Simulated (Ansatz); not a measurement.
The cluster Mo₂O₂⁺, relaxed as a quartet with UKS PBE0-D4/def2-TZVP in Ansatz, starting from the PBE0-D4/def2-TZVP geometry of the charge +1 doublet. Force threshold 0.02 eV/Å.

In the def2 sets Mo takes a core potential; there is no spin–orbit coupling. The charge 1 quartet is spin-contaminated (final ⟨S²⟩ up to 4.52, 3.75 for a pure state). The relaxation made no stability test and no search for a lower SCF solution. At PBE0-D4/def2-TZVP a doublet of charge 1 lies 0.25 eV below the quartet, each at its own geometry. That doublet is doubtful there (⟨S²⟩ 3.57, where a pure state has 0.75). The structure comes from a short search, and lower isomers may exist.

Start:

```xyz
4

Mo   -1.0655   -0.9083   -0.4579
Mo    0.9873    0.8416    0.4243
O     0.7064   -0.9465    0.4076
O    -0.6282    1.0132   -0.3740
```

(1) Estimate the energy that the relaxation releases and the steps that it takes.

(2) Does the start keep its bonding and symmetry?

(3) Predict the relaxed structure.

Answers

(1) 106.1 kJ/mol, in 15 steps; 66 s on 4 threads of Arm Neoverse V2 on a shared host. The force fell under the threshold at step 4, but the optimiser went on and released 1.059 eV more. No frequencies were taken in this run, so the end may be a saddle point.

(2) By distances, no bond broke or formed. The bond that changes most is Mo2–O3, from 1.81 to 2.00 Å (atoms count from 1). Point group C2v at the start, Cs at the end, both within 0.05 Å.

(3) 
```xyz
4

Mo   -0.827   -0.668   -0.263
Mo    0.856    0.771    0.472
O     0.781   -1.220    0.361
O    -0.810    1.117   -0.570
```
Bond lengths (bridged metal pairs left out): 4 × Mo–O 1.81 to 2.00 Å.
